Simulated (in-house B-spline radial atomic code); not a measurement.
RPA and G0W0 on Hartree-Fock: Kr VII (Kr6+)

Configuration [Ar] 3d10 4s2, mean-field start Hartree-Fock. Computed with a B-spline radial code for spherical atoms: all electrons, scalar-relativistic (spin-free one-electron X2C), finite nucleus, each spin shell either full or empty, empty states to l = 9 with an (l + 1/2)⁻⁴ tail; G0W0 by contour deformation at full frequency.

Command:
```bash
python run_gw.py task.json out
```
Settings (radii: box in bohr, nucleus in fm):
```
Z                        36
electrons                30
configuration            [Ar] 3d10 4s2
hamiltonian              x2c
method                   hf
lmax                     9
rms_radius               4.1884
spin_polarised           False
box_radius               9.29
intervals                67
ion_configuration        [Ar] 3d10 4s1
```

Run time, properties included: 3.9 s on 1 thread of AMD EPYC 7R13 Processor (shared host).

Energies (hartree):

| term | value |
| --- | --- |
| mean-field total | -2778.65807 |
| Hartree-Fock functional on these orbitals | -2778.65807 |
| direct second order | -2.38 |
| second-order exchange | 0.69667 |
| SOSEX correction | 0.65422 |

Task: What is the RPA correlation energy, and what remains with SOSEX?

Result: RPA gives -2.1417 hartree (-1.94 eV per electron); RPA + SOSEX gives -1.4875, and the second-order doubles (MP2) -1.6833 hartree. SOSEX takes back 31 % of the RPA value.

Quasi-particle levels (eV):

```tsv
level	occupied	mean field	Σx - vxc	Σc	QP weight	G0W0
4s	yes	-107.21	0.00	?	?	?
3d	yes	-193.97	0.00	2.31	0.967	-191.66
4p	no	-76.64	0.00	-1.41	0.979	-78.05
```

G0W0 = mean field + (Σx - vxc) + Σc, with Σc (partial-wave tail included) taken at the quasi-particle energy. Only the outer levels were computed. Levels of low weight are left out.

Task: Where does G0W0 put 4s?

Result: At -109.37 eV, with Σc = -2.16 eV and a quasi-particle weight of 0.979. The tabulated removal energy is 109.13 ± 0.05 eV (NIST, tabulated theory); the calculation leaves out spin-orbit coupling, Breit and QED terms, and what these don't explain is the method's own error.

Task: What does it cost to remove one electron (to [Ar] 3d10 4s1) by differences of total energies, each species on its own start (correlation terms add to the Hartree-Fock functional)?

Result: Hartree-Fock functional 106.99 eV, + RPA 109.14 eV, + RPA + SOSEX 108.66 eV, + second order 109.19 eV. Tabulated: 109.13 ± 0.05 eV (NIST, tabulated theory); the calculation leaves out spin-orbit coupling, Breit and QED terms, and what these don't explain is the method's own error.
